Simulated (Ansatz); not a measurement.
`[O]=[Nb]([OH])([F])[Cl]` + `[CH3][GeH]([F])[SiH2]F` → `[CH3][Nb](=[O])([OH])[F]` + `F[SiH2][GeH]([F])[Cl]`  (redistribution)

Computed with Ansatz on PBE0-D4/def2-TZVP structures; ΔE is electronic, products minus reactants. CBS: MP2 limit from def2 TZ/QZ plus the TZ coupled-cluster correction, frozen cores. Functionals use def2-TZVPP. B3LYP here is the variant with VWN-RPA as its local correlation; programs differ in this. Elements past krypton have def2 core potentials. For Ge, Nb outer-core shells are correlated without core-valence functions, which leaves a few kJ/mol of doubt a bond. Scalar relativity is left out up to krypton. One conformer a species, not always the lowest.

`[O]=[Nb]([OH])([F])[Cl]`:

```xyz
6

O     1.642    0.006    0.677
Nb    0.090   -0.378    0.149
O    -0.547    1.074   -0.850
F     0.195   -1.902   -0.917
Cl   -1.241   -0.720    1.988
H    -0.139    1.920   -1.048
```

`[CH3][GeH]([F])[SiH2]F`:

Cartesian coordinates in Å:
```
C -0.077 -1.190 -1.372
Ge 0.473 -0.567 0.383
F 2.211 -0.341 0.289
Si -0.431 1.555 1.027
F -0.506 2.497 -0.271
H -1.145 -1.419 -1.373
H 0.120 -0.421 -2.119
H 0.479 -2.092 -1.630
H 0.272 -1.644 1.471
H 0.417 2.225 2.044
H -1.813 1.397 1.551
```

`[CH3][Nb](=[O])([OH])[F]`:

Cartesian coordinates in Å:
```
C -0.109 -1.340 -0.338
Nb -0.315 0.771 -0.004
O 0.107 1.475 -1.482
O 0.935 1.258 1.321
F -2.099 1.149 0.429
H 0.906 -1.584 -0.664
H -0.801 -1.658 -1.125
H -0.331 -1.897 0.578
H 1.706 1.826 1.286
```

`F[SiH2][GeH]([F])[Cl]`:

Z-matrix (Å, degrees):
```
Si
Ge 1 2.397
F 1 1.595 2 108.2
H 1 1.482 2 109.1 3 118.7
H 1 1.482 2 110.2 3 -119.2
Cl 2 2.145 1 109.1 3 -49.8
F 2 1.738 1 108.2 3 64.9
H 2 1.537 1 119.5 3 -174.1
```

```tsv
level	ΔE (kJ/mol)
ωB97X-V	86.4
ωB97M-V	84.1
r2SCAN	88.8
B3LYP	85.3
MP2/def2-TZVPP	96.8
HF/def2-QZVPP	82.1
SCS-MP2/def2-QZVPP	92.5
CCSD/CBS(def2)	85.2
```

What does CCSD(T)/CBS give? (An estimate is asked.)

Ansatz gave: +88.0 kJ/mol. The listed levels differ from it by -1.6, -3.9, 0.8, -2.7, 8.8, -5.9, 4.5, -2.8 kJ/mol.

Largest T1 diagnostic among the species: 0.022, so the coupled-cluster value is less sure than usual.

In def2-TZVPP, CCSD(T) changes the Hartree–Fock value by +6.4 kJ/mol (the triples alone add +2.8 kJ/mol) and MP2 by +14.8 kJ/mol.
